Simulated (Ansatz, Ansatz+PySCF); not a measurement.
```yaml
atoms:
  - { symbol: N, position_ang: [0.0000, 0.0001, -0.5666] }
  - { symbol: N, position_ang: [0.0000, -0.0001, 0.5666] }
  - { symbol: H, position_ang: [0.0000, 0.9161, -0.8410] }
  - { symbol: H, position_ang: [0.0000, -0.9161, 0.8410] }
```

Basis set: def2-SVP (spherical functions). Left uncorrelated: 2 orbitals. Charge 0, multiplicity 1.

Computed with Ansatz (development build ahead of 0.2.0); each method stands on the lowest determinant of its kind that the runs found. Restricted open shells among the atoms or ions are ROHF, correlated in semicanonical orbitals with singles.

The atomization energy at this shape (free ground-state atoms in the same class of orbitals less the molecule, no zero-point energy) of singlet N₂H₂:

```tsv
method	atomization energy
RHF-MP2	246.12 kcal/mol
UHF-MP2	245.50 kcal/mol
RHF	141.12 kcal/mol
UHF	136.60 kcal/mol
```

(1) What does RHF-CCSD(T) give?

Answers

(1) 244.11 kcal/mol. Caution: the shape is not the minimum.
